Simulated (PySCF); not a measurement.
C$_{2}$H$_{2}$N, doublet, at a GFN2-xTB geometry. Base run: SCAN/6-31G* (PySCF).

PySCF was given this input:
```python
from pyscf import gto, scf, dft

mol = gto.M(
    atom='''
C     0.00333613   -0.16861170   -1.16204150
C    -0.00051194    0.02587429    0.17832093
N    -0.00381510    0.19281948    1.32887713
H     0.93232340   -0.24906440   -1.69689616
H    -0.92256280   -0.24424744   -1.70292033
''',
    basis='6-31g*',
    spin=1,
    verbose=4,
)

mf = dft.UKS(mol)
mf.xc = 'scan'
mf.kernel()
```

Each row names what was changed in the base input (with any setting that the change needs).

| change | ΔE vs base (mEh) | grid points | electrons on the grid |
|---|---|---|---|
| base | 0.000 | 61760 | 21.00000 |
| grids.radi_method = gauss_chebyshev | -0.242 | 60104 | 21.00000 |
| grids.atom_grid = (150, 974) | 0.625 | 398704 | 21.00000 |
| grids.prune = dft.gen_grid.treutler_prune | -0.047 | 53728 | 21.00000 |
| small_rho_cutoff = 0 | 0.000 | 61760 | 21.00000 |
| grids.level = 7 | 0.566 | 358232 | 21.00000 |
| grids.level = 0 | -13.322 | 4480 | 21.01409 |
| grids.prune = dft.gen_grid.sg1_prune | -0.090 | 27576 | 20.99996 |
| grids.prune = off | 0.001 | 98152 | 21.00000 |
| grids.atom_grid = (30, 110) | 8.562 | 12288 | 21.00012 |
| grids.atom_grid = (99, 590) | 0.668 | 159696 | 21.00000 |

Open shells are given as the SCF converged; they aren't shown to be the lowest states, and a large step between rows can be another state.
